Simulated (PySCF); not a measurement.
H3OSi (SMILES [OH+]=[SiH2]), charge +1, singlet, geometry from GFN2-xTB; CISD/def2-SVP (PySCF).

Here is a job for PySCF.
```python
from pyscf import gto, scf, ci

mol = gto.Mole()
mol.atom = '''
    O     0.968061   -0.292747   -0.018010
    Si   -0.526718    0.137832    0.008496
    H     1.907151   -0.081403   -0.005379
    H    -0.914602    1.533462    0.093401
    H    -1.362990   -1.039731   -0.062880
'''
mol.basis = 'def2-svp'
mol.charge = 1
mol.spin = 0
mol.verbose = 5
mol.build()

mf = scf.RHF(mol)
mf.kernel()

myci = ci.CISD(mf)
myci.kernel()
print('E(CISD) = %.10f' % myci.e_tot)
mf.analyze()
```

The log (banner, timings and long lists left out):

```
PySCF version 2.14.0

[INPUT] verbose = 5
[INPUT] max_memory = 4000
[INPUT] num. atoms = 5
[INPUT] num. electrons = 24
[INPUT] charge = 1
[INPUT] spin (= nelec alpha-beta = 2S) = 0
[INPUT] symmetry False subgroup None
[INPUT] Mole.unit = angstrom
[INPUT] Symbol           X                Y                Z      unit          X                Y                Z       unit  Magmom
[...]
[INPUT] ---------------- BASIS SET ----------------
[INPUT] l, kappa, [nprim/nctr], expnt,             c_1 c_2 ...
[INPUT] H
[...]
                                1.9622572         0.13796524
                                0.44453796        0.47831935
[...]
[INPUT] O
[...]
                                340.87010191      -0.03989003923
                                77.363135167      -0.17853911985
                                21.47964494       -0.46427684959
                                6.6589433124      -0.44309745172
[...]
                                3.863550544       0.23094120765
                                1.0480920883      0.51375311064
[...]
[INPUT] Si
[...]
                                1038.4346419      0.0099966546241
                                235.8758148       0.044910165101
                                66.069385169      0.1146363854
                                20.247945761      0.10280063858
[...]
                                3.6370788192      -0.43028836252
                                1.4002048599      -0.41382774969
[...]
                                41.907258846      0.043399431982
                                12.955294367      0.15632019351
                                4.4383267393      0.29419996982
                                1.5462247904      0.23536823814
[...]
nuclear repulsion = 59.6152489635422
number of shells = 23
number of NR pGTOs = 81
number of NR cGTOs = 47
basis = def2-svp
ecp = {}

******** <class 'pyscf.scf.hf.RHF'> ********
method = RHF
initial guess = minao
damping factor = 0
level_shift factor = 0
DIIS = <class 'pyscf.scf.diis.CDIIS'>
diis_start_cycle = 1
diis_space = 8
diis_damp = 0
SCF conv_tol = 1e-09
SCF conv_tol_grad = None
SCF max_cycles = 50
direct_scf = True
direct_scf_tol = 1e-13
Set gradient conv threshold to 3.16228e-05
Initial guess from minao.
E1 = -623.445731544576  E2 = 198.47140226543752  Ecoul = 227.86708403813014  Exc = -29.395681772692626
init E= -365.359080315596
cond(S) = 149.35985109738317
[...]
  mo_energy =
[-6.87229413e+01 -2.08088933e+01 -6.13132337e+00 -4.22643596e+00
 -4.22175860e+00 -4.21618271e+00 -1.63403417e+00 -9.02445546e-01
 -6.31513669e-01 -5.64608409e-01 -5.49445316e-01 -3.99945532e-01
 -3.80584260e-02  5.71467191e-02  1.09767923e-01  1.75737243e-01
  2.53163468e-01  2.80281618e-01  4.54387796e-01  5.55416617e-01
  5.76279376e-01  6.13875511e-01  6.38668691e-01  6.73610500e-01
  7.04999581e-01  8.06076599e-01  9.40433095e-01  1.04066942e+00
  1.13194441e+00  1.14798734e+00  1.22974222e+00  1.29006387e+00
  1.47965435e+00  1.73147230e+00  1.75667286e+00  1.84641208e+00
  1.86262845e+00  1.90499536e+00  1.98958154e+00  2.36437319e+00
  2.46070351e+00  2.57674118e+00  2.84522316e+00  2.88424923e+00
  3.19795806e+00  3.42129118e+00  3.99420910e+00]
E1 = -616.8388477658885  E2 = 192.1608585656492  Ecoul = 221.63148073007952  Exc = -29.470622164430324
cycle= 1 E= -365.062740236697  delta_E= 0.296  |g|= 0.469  |ddm|= 1.97
[...]
  mo_energy =
[-6.92421949e+01 -2.06175367e+01 -6.57996118e+00 -4.69085878e+00
 -4.68886444e+00 -4.68816834e+00 -1.53712460e+00 -1.04276555e+00
 -9.07394280e-01 -8.31359970e-01 -7.48306159e-01 -7.20033198e-01
 -2.26597863e-01 -1.17792698e-01 -9.38652594e-02  3.04360853e-02
  3.55264288e-02  6.38196078e-02  2.05910972e-01  2.83210820e-01
  2.89415171e-01  3.08159230e-01  3.80892814e-01  4.10473018e-01
  4.20725363e-01  6.01490292e-01  7.21420743e-01  7.75129223e-01
  9.37568333e-01  1.07121922e+00  1.11295862e+00  1.19602297e+00
  1.32128356e+00  1.46648806e+00  1.54564893e+00  1.59725554e+00
  1.61128420e+00  1.66985901e+00  1.79162373e+00  2.10897464e+00
  2.19712188e+00  2.41959367e+00  2.81151639e+00  2.84306108e+00
  3.13484667e+00  3.35402307e+00  3.91993763e+00]
E1 = -616.8185293614824  E2 = 192.08996091000216  Ecoul = 221.45335830444765  Exc = -29.363397394445485
cycle= 2 E= -365.113319487938  delta_E= -0.0506  |g|= 0.243  |ddm|= 0.577
[...]
  mo_energy =
[-6.91271674e+01 -2.08759676e+01 -6.49055213e+00 -4.60083492e+00
 -4.59989509e+00 -4.59714810e+00 -1.61813105e+00 -1.08103232e+00
 -9.04438632e-01 -8.50661867e-01 -8.18086306e-01 -7.52301756e-01
 -2.04011365e-01 -9.04238869e-02 -8.05205036e-02  1.95368888e-02
  5.45246822e-02  6.72985491e-02  2.22322327e-01  3.12195306e-01
  3.25051974e-01  3.28379566e-01  4.07204851e-01  4.32609681e-01
  4.37268305e-01  6.02240268e-01  7.24971799e-01  8.09257198e-01
  9.26915966e-01  9.97221550e-01  1.05951226e+00  1.13466074e+00
  1.29147514e+00  1.49894645e+00  1.53109397e+00  1.61181224e+00
  1.63516049e+00  1.68424004e+00  1.76774585e+00  2.13521735e+00
  2.22712750e+00  2.36814379e+00  2.71573789e+00  2.75093441e+00
  3.05076386e+00  3.27378142e+00  3.83982500e+00]
E1 = -617.5561840543094  E2 = 192.81620338209137  Ecoul = 222.29884983971704  Exc = -29.482646457625663
cycle= 3 E= -365.124731708676  delta_E= -0.0114  |g|= 0.053  |ddm|= 0.19
[...]
  mo_energy =
[-6.90886802e+01 -2.08210441e+01 -6.45771101e+00 -4.56865889e+00
 -4.56709730e+00 -4.56431714e+00 -1.59357550e+00 -1.05998063e+00
 -8.89874555e-01 -8.32851282e-01 -7.96187517e-01 -7.39379103e-01
 -1.89760875e-01 -7.82860016e-02 -6.85399165e-02  2.72899031e-02
  6.32284398e-02  7.56551629e-02  2.29344802e-01  3.24592322e-01
  3.37351646e-01  3.44345986e-01  4.18284423e-01  4.50139918e-01
  4.50288434e-01  6.16561004e-01  7.40936860e-01  8.25208301e-01
  9.45098876e-01  1.01688900e+00  1.08163689e+00  1.14938866e+00
  1.30647097e+00  1.51245794e+00  1.54377816e+00  1.62467027e+00
  1.64941082e+00  1.69724020e+00  1.78074314e+00  2.15099278e+00
[...]
converged SCF energy = -365.125411467382
E(RCISD) = -365.4054369675611  E_corr = -0.2800255001795438
E(CISD) = -365.4054369676
Total Energy =                        -365.125411467381525
[...]
2 H 2py          0.01982   0.12459  -0.24890   0.70696  -0.11682
2 H 2pz         -0.32616   0.00760  -0.01513   0.04302  -0.00709
3 H 1s           0.00000  -0.00670  -0.02476  -0.00244  -0.01171
3 H 2s          -0.00000   0.04907   0.15428   0.00006  -0.01645
3 H 2px         -0.00014   0.80100  -0.00905  -0.21615  -0.30546
3 H 2py          0.03649   0.20085  -0.36105  -0.07618   0.54933
3 H 2pz         -0.60043   0.01202  -0.02194  -0.00458   0.03345
4 H 1s          -0.00000   0.02126  -0.00420  -0.00325  -0.00698
4 H 2s           0.00000  -0.12674   0.00078   0.03174  -0.03730
4 H 2px          0.00015  -0.16634  -0.58089  -0.02488  -0.50352
4 H 2py         -0.03994  -0.18125   0.53923   0.13941  -0.37705
4 H 2pz          0.65719  -0.01098   0.03290   0.00848  -0.02280
               #41       #42       #43       #44       #45
0 O 1s          -0.00059   0.00153   0.00000   0.00013  -0.00000
0 O 2s          -0.01222   0.04309   0.00000   0.00188  -0.00000
0 O 3s           0.07389  -0.13874  -0.00000  -0.04475   0.00000
0 O 2px         -0.02278   0.08024  -0.00000  -0.00204   0.00000
0 O 2py         -0.00459   0.01094   0.00065   0.00917  -0.00045
0 O 2pz         -0.00027   0.00065  -0.01062   0.00056   0.00744
0 O 3px          0.02037   0.00403   0.00001   0.04223   0.00000
0 O 3py         -0.00528  -0.03386  -0.00292  -0.06668  -0.00022
0 O 3pz         -0.00033  -0.00206   0.04808  -0.00406   0.00363
0 O 3dxy         0.10360  -0.19497   0.01000   0.09060  -0.05650
0 O 3dyz        -0.01197  -0.00662   0.97195  -0.11723   0.13953
0 O 3dz^2        0.02019   0.20959   0.10275   0.81956   0.01437
0 O 3dxz         0.00627  -0.01171  -0.16096   0.00572   0.93026
0 O 3dx2-y2      0.16083  -0.25373   0.05925   0.50206   0.00872
1 Si 1s         -0.00006   0.00032  -0.00000   0.00022  -0.00000
1 Si 2s          0.00017  -0.00030   0.00000  -0.00008   0.00000
1 Si 3s         -0.00525   0.01851  -0.00000   0.00240  -0.00000
1 Si 4s          0.00225  -0.01722  -0.00000  -0.01466   0.00000
1 Si 2px        -0.00008   0.00028   0.00000  -0.00001   0.00000
1 Si 2py         0.00029   0.00003  -0.00000   0.00002  -0.00000
1 Si 2pz         0.00002   0.00000   0.00005   0.00000   0.00000
1 Si 3px         0.00872   0.01098  -0.00000  -0.00416   0.00000
1 Si 3py         0.05241   0.00017   0.00032   0.00081  -0.00058
1 Si 3pz         0.00318   0.00001  -0.00523   0.00005   0.00962
1 Si 4px        -0.02220  -0.06603   0.00000  -0.01981  -0.00001
1 Si 4py        -0.17967  -0.01082  -0.00117   0.01363   0.00203
1 Si 4pz        -0.01091  -0.00064   0.01932   0.00083  -0.03348
1 Si 3dxy       -0.26302  -0.22005   0.00509   0.11031  -0.00510
1 Si 3dyz        0.00388   0.01143  -0.02761   0.00590  -0.04734
1 Si 3dz^2       0.01993  -0.08150  -0.00288  -0.06612  -0.00503
1 Si 3dxz       -0.01596  -0.01340  -0.08380   0.00667   0.08369
1 Si 3dx2-y2    -0.09719  -0.04539  -0.00170   0.01737  -0.00287
2 H 1s           0.01704  -0.06281  -0.00000  -0.00049   0.00000
2 H 2s           0.00723   0.01844   0.00000  -0.00362  -0.00000
2 H 2px         -0.25836   0.77536  -0.00001  -0.03158  -0.00007
2 H 2py         -0.11806   0.25143   0.00350   0.10909   0.01921
2 H 2pz         -0.00712   0.01510  -0.05751   0.00664  -0.31606
3 H 1s          -0.02124  -0.00579   0.00000  -0.00076   0.00000
3 H 2s          -0.02373   0.00409  -0.00000  -0.00564  -0.00000
3 H 2px         -0.06041  -0.00172   0.00000  -0.06818   0.00001
3 H 2py          0.58010   0.24201  -0.00110  -0.01637  -0.00164
3 H 2pz          0.03527   0.01471   0.01811  -0.00098   0.02697
4 H 1s           0.02206   0.00230   0.00000  -0.00443   0.00000
4 H 2s           0.02999  -0.00357  -0.00000   0.01990  -0.00000
4 H 2px          0.30985  -0.02769  -0.00001  -0.02557  -0.00000
4 H 2py          0.56489   0.18256   0.00186  -0.09587   0.00055
4 H 2pz          0.03426   0.01110  -0.03054  -0.00582  -0.00900
               #46       #47
0 O 1s           0.00040   0.00098
0 O 2s           0.01167   0.01346
0 O 3s          -0.10241   0.17713
0 O 2px          0.00863   0.04096
0 O 2py          0.00576   0.01104
0 O 2pz          0.00035   0.00066
0 O 3px          0.17010   0.05747
0 O 3py         -0.00683   0.02981
0 O 3pz         -0.00045   0.00180
0 O 3dxy         0.87643   0.20444
0 O 3dyz         0.00763   0.00437
0 O 3dz^2        0.07245  -0.44538
0 O 3dxz         0.05335   0.01209
0 O 3dx2-y2     -0.25387   0.69909
1 Si 1s          0.00031  -0.00029
1 Si 2s         -0.00049   0.00045
1 Si 3s          0.00270   0.00569
1 Si 4s         -0.04297   0.01802
1 Si 2px         0.00078  -0.00078
1 Si 2py        -0.00009   0.00040
1 Si 2pz        -0.00001   0.00002
1 Si 3px         0.00781   0.01064
1 Si 3py         0.00431  -0.00093
1 Si 3pz         0.00026  -0.00006
1 Si 4px        -0.12189   0.05842
1 Si 4py         0.01520  -0.03389
1 Si 4pz         0.00095  -0.00207
1 Si 3dxy       -0.01803   0.06826
1 Si 3dyz       -0.00746  -0.00089
1 Si 3dz^2      -0.02889   0.03564
1 Si 3dxz       -0.00115   0.00417
1 Si 3dx2-y2     0.17240  -0.04745
2 H 1s          -0.01647  -0.05147
2 H 2s           0.03661   0.17733
2 H 2px          0.16517   0.41711
2 H 2py         -0.18411   0.10446
2 H 2pz         -0.01123   0.00625
3 H 1s           0.00182   0.00031
3 H 2s          -0.00448   0.01167
3 H 2px          0.02068  -0.01895
3 H 2py         -0.06863  -0.00122
3 H 2pz         -0.00418  -0.00007
4 H 1s           0.00344   0.00009
4 H 2s          -0.00904   0.00307
4 H 2px          0.05555   0.00922
4 H 2py          0.01801  -0.02316
4 H 2pz          0.00108  -0.00141
 ** Mulliken pop on meta-lowdin orthogonal AOs  **
 ** Mulliken pop  **
 ** Mulliken atomic charges  **
charge of    0O =     -0.69009
charge of    1Si =      1.34484
charge of    2H =      0.41902
charge of    3H =     -0.04029
charge of    4H =     -0.03348

WARN: System has nonzero charge 1; the dipole moment is origin-dependent.
Location of origin: [0. 0. 0.]

Dipole moment(X, Y, Z, Debye): -1.07058,  1.44827,  0.08826
```
